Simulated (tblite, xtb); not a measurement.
C₂H₈GaN (SMILES [CH3][Ga]([CH3])[NH2]), singlet, at a GFN2-xTB geometry (such geometries of metal compounds can be far from the true shape). Base run: GFN1-xTB (xtb).

Geometry (Å):
```xyz
12

Ga    -0.0071     0.0046    -0.0071
C     -1.4720    -1.3954    -0.1767
H     -1.0394    -2.3747    -0.3959
H     -2.1787    -1.1450    -0.9707
H     -2.0290    -1.4815     0.7597
C      0.1303     1.8000    -0.9495
H      0.2613     1.6666    -2.0262
H      0.9821     2.3670    -0.5673
H     -0.7756     2.3928    -0.8016
N      1.3527    -0.4136     1.1370
H      2.1514     0.1702     1.3509
H      1.4290    -1.2709     1.6700
```
All else is at xtb's defaults.
Base energy -13.03895 Eh.

Programs used: tblite, xtb; a row that names a program was run with it.

Variants of this job, named by their change:

| change | ΔE vs base (kcal/mol) | HOMO-LUMO gap (eV) | dipole (D) | G_solv (kcal/mol) | SCF cycles |
|---|---|---|---|---|---|
| base | 0.000 | 5.52 | 0.52 | - | 9 |
| acc = 0.0001 | 0.000 | 5.52 | 0.52 | - | 14 |
| acc = 0.1 | 0.000 | 5.52 | 0.52 | - | 10 |
| etemp = 10000 | -5.78 | 5.69 | 0.95 | - | 9 |
| alpb = toluene | -5.48 | 5.56 | 0.50 | -5.50 | 9 |
| etemp = 3000 | -0.001 | 5.52 | 0.52 | - | 9 |
| program = tblite; method = gfn1; option = (--alpb, water) | (withheld) | - | - | - | - |
| alpb = ether | (withheld) | (withheld) | (withheld) | (withheld) | 9 |
| acc = 1000 | 0.000 | 5.53 | 0.51 | - | 5 |
| program = tblite; method = gfn1; option = --grad | 0.004 | - | - | - | - |

Q: Complete the blanks.

A: 
- program = tblite; method = gfn1; option = (--alpb, water), ΔE vs base (kcal/mol): -3.95
- alpb = ether, ΔE vs base (kcal/mol): -8.45
- alpb = ether, HOMO-LUMO gap (eV): 5.54
- alpb = ether, dipole (D): 0.62
- alpb = ether, G_solv (kcal/mol): -8.79

ALPB and GBSA are two models with their own fitted parameters for each solvent, which aren't always the measured dielectric constant.
